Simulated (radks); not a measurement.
The numbers below are computed, except where a source is named.
All-electron atom: Ir3+ in [Xe] 4f14 5d6 (the NIST ground configuration).

Code: a radial shooting solver on a logarithmic mesh with Libxc functionals. Model: scalar-relativistic Kohn-Sham, RPBE, spin-polarised, spherical densities, finite nucleus; open shells are filled with parallel spins first (spin-orbit coupling, left out, can overturn this in heavy ions); Fermi nuclear charge, rms radius 5.4032 fm.

Energy parts (Ry):
total: -35645.2403
kinetic: 39612.3025
electron-nucleus: -88264.2740
Hartree: 13698.2025
exchange-correlation: -691.4713

Orbitals (lengths in bohr, moments of r in powers of bohr):
orbital  occ.  eigenvalue (Ry)   <1/r>
1s down     1        -5595.794   92.16
1s up       1        -5595.793   92.16
2s up       1        -980.8961   21.59
2s down     1        -980.8757   21.59
2p up       3        -852.6427   19.36
2p down     3        -852.6265   19.36
3s up       1        -231.2096   8.003
3s down     1        -231.2029   8.003
3p up       3        -193.6895   7.338
3p down     3        -193.6817   7.338
3d up       5        -152.3470   6.918
3d down     5        -152.3326   6.917
4s up       1        -51.15936   3.418
4s down     1        -51.14065   3.417
4p up       3        -38.84902   3.095
4p down     3        -38.83205   3.094
4d up       5        -23.71604   2.766
4d down     5        -23.69633   2.766
5s up       1         -9.57088   1.374
5s down     1         -9.41726   1.385
4f up       7         -6.90087   2.314
4f down     7         -6.86820   2.320
5p up       3         -6.39855   1.168
5p down     3         -6.20093   1.179
5d up       5         -2.79898  0.8396
5d down     1         -2.56777  0.8355
6s up       0         -2.35744  0.5382
6s down     0         -2.21608  0.5177
6p up       0         -1.69959  0.4355
6p down     0         -1.60782  0.4208

The highest occupied level is 5d down at -34.936 eV. Spin moment in Bohr magnetons: 4. The electron density at the nucleus is 1.949e+06 e/bohr^3 (large components only). For comparison, the ionisation energy in NIST's Atomic Spectra Database is 40 eV (theoretical). In exact Kohn-Sham theory the highest level is minus the ionisation energy, but local and semilocal functionals leave it too shallow, through self-interaction and a potential that decays too fast; potentials with the right tail come closer. The density falls to 0.001 e/bohr^3 at r = 3.36 bohr.
